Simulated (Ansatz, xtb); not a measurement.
## Two isomers of Cl2GeH4Si

We compare I, `Cl[SiH2][GeH2][Cl]`, a singlet, with II, `Cl[SiH](Cl)[GeH3]`, a singlet. Both are isolated molecules in the gas phase, relaxed with B3LYP-D3(BJ)/def2-SVP, each in the lowest conformer that the search found.

Estimate which is lower in electronic energy at CCSD(T)/def2-SVP + ΔMP2/def2-TZVPP, and by roughly how much.

The CCSD(T)/def2-SVP + ΔMP2/def2-TZVPP calculation puts structure II lower, by 6.4 kcal/mol.

How the difference moves with the method:

```tsv
level	geometry	E(II) − E(I) (kcal/mol)	departure from the last row (kcal/mol)	job, with rough time for the two
GFN2-xTB	GFN2-xTB	+8.7	+15.1	optimisation, 0.15 s
HF/STO-3G	GFN2-xTB	−1.2	+5.2	single point, 0.52 s
r2SCAN-D4/def2-SVP	GFN2-xTB	−6.6	−0.3	single point, 5 s
B3LYP-D3(BJ)/def2-SVP	B3LYP-D3(BJ)/def2-SVP	−5.5	+0.9	optimisation, 34 s
HF/def2-SVP	B3LYP-D3(BJ)/def2-SVP	−3.6	+2.8	part of the CCSD(T) run
MP2/def2-SVP	B3LYP-D3(BJ)/def2-SVP	−6.7	−0.3	part of the CCSD(T) run
CCSD(T)/def2-SVP	B3LYP-D3(BJ)/def2-SVP	−6.2	+0.2	single point
CCSD(T)/def2-SVP + ΔMP2/def2-TZVPP	B3LYP-D3(BJ)/def2-SVP	−6.4		single point, 31 s
```

As drawn, II has 1 Cl–Si, 1 Ge–H in place of 1 Cl–Ge, 1 Si–H.

GFN2-xTB puts the two in the other order. The largest departure from CCSD(T)/def2-SVP + ΔMP2/def2-TZVPP is that of GFN2-xTB, 15.1 kcal/mol. The last row adds to CCSD(T) the change of the MP2 difference between the two basis sets, here −0.2 kcal/mol.

With harmonic frequencies from B3LYP-D3(BJ)/def2-SVP (ideal gas, rigid rotor, one conformer each, 298.15 K, 1 atm): on the last row, ΔE + ΔZPE = −6.7 kcal/mol. A mode under 50 cm⁻¹ makes harmonic enthalpies and free energies unreliable, so none is given.

The correlated steps freeze 24 core orbitals; the filled d shell of Ge is correlated, in a basis made for valence electrons. Codes used: Ansatz 0.2.0, xtb 6.7.1; the last row on 2 threads of Arm Neoverse V2 on a shared host.
